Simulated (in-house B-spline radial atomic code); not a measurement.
## Response and correlation of the gold ion Au⁴³⁺

Closed shell [Ar] 3d10 4s2 4p6. Computed with a B-spline radial code for spherical atoms: Dirac-Hartree-Fock, relativistic RPA (time-dependent Dirac-Hartree-Fock) for the response and second-order many-body perturbation theory for correlation, no-pair Dirac-Coulomb Hamiltonian, finite nucleus.

Command:
```bash
python run_mb.py task.json out
```
Settings (nuclear radius in fm, box in bohr, cutoff in hartree):
```
basis_form          2
Z                   79
core_configuration  [Ar] 3d10 4s2 4p6
rms_radius          5.4371
mass_number         197
speed_of_light      137.036
box_radius          2.18
lmax                7
intervals           56
virtual_cutoff      156025.0
```

Run time, properties included: 6 s on 1 thread of Arm Neoverse V1 (shared host).

```
multipole (bohr³, bohr⁵, bohr⁷)   uncoupled  coupled RPA
                         dipole    0.038479     0.034566
                     quadrupole   0.0034521            ?
                       octupole  0.00084336   0.00097757
```

**Question.** What is the coupled quadrupole polarisability?

**Answer.** 0.0035946 atomic units, +4 % against the uncoupled value.

**Question.** Which subshells carry the dipole polarisability?

**Answer.** 4p3/2 75.1 %, 4p1/2 22.1 %, 3d5/2 1.0 %.

**Question.** What does the dipole shielding factor come to?

**Answer.** The dipole shielding factor is 0.456, against the exact N/Z = 36/79 = 0.456 of the non-relativistic theorem.

Dipole polarisability at imaginary frequency:

| u (Eh) | α(iu) (bohr³) |
| --- | --- |
| 0 | 0.03457 |
| 5.84 | 0.02597 |
| 14.6 | 0.01289 |
| 29.2 | 0.005974 |
| 43.8 | 0.003779 |
| 58.4 | 0.002729 |
| 87.6 | 0.001689 |
| 117 | 0.001163 |
| 146 | 0.0008541 |
| 204 | 0.0005154 |
| 292 | 0.0002867 |
| 438 | 0.0001418 |
| 584 | 8.442e-05 |
| 876 | 3.986e-05 |
| 1460 | 1.509e-05 |
| 2920 | 3.922e-06 |

**Question.** What dispersion coefficients follow for two such ions (the dispersion part alone)?

**Answer.** C6 = (3/π)∫α(iu)²du = 0.0103 hartree·bohr⁶ and C8 = 0.007183 hartree·bohr⁸.

Lowest J = 1 odd-parity excitations:

```tsv
energy (eV)	oscillator strength	leading channel	weight
172.38	0.0124	4p3/2 → d3/2	0.948
224.27	1.21	4p3/2 → d5/2	0.891
326.58	1.83	4p1/2 → d3/2	0.976
818.29	0.586	4p3/2 → s1/2	0.999
950.64	0.175	4p1/2 → s1/2	0.995
1014.8	0.0441	4p3/2 → d3/2	0.963
1028.9	0.884	4p3/2 → d5/2	0.968
1133.2	0.312	4s1/2 → p1/2	0.888
```

Second-order correlation energy by the highest angular momentum of the excited pair (hartree): s -0.02965, p -0.227, d -0.7704, f -0.8027, g -0.2561, h -0.1068, i -0.04799, k -0.02411.

**Question.** What is the second-order correlation energy at the partial-wave limit?

**Answer.** The listed waves sum to -2.2649 hartree; extrapolating the increments as (l + 1/2)⁻⁴ gives -2.3142 hartree, -1.75 eV per electron.
